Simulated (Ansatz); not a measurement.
CH5BOS, SMILES `COBS`. Total charge 0; spin multiplicity 1.

```tsv
atom	x (Å)	y (Å)	z (Å)
C1	1.516	0.220	-0.052
O2	0.342	-0.159	0.636
B3	-0.866	-0.131	0.048
S4	-2.282	-0.642	1.046
H5	1.296	0.518	-1.081
H6	1.981	1.055	0.475
H7	2.210	-0.623	-0.059
H8	-1.007	0.216	-1.091
H9	-3.190	-0.453	0.078
```

Q: Give the diagnostics of a CCSD(T)/def2-TZVPP run (frozen core, the Gaussian-basis code of Ansatz). (Estimate.)

A: Ansatz gave: T1 = 0.0132, largest single amplitude 0.034, largest double 0.031, (T) share of the correlation energy 3.9 %, 9 CCSD cycles. The RHF solution is stable towards an unrestricted one. T1 lies under the customary mark of 0.02 for closed shells.
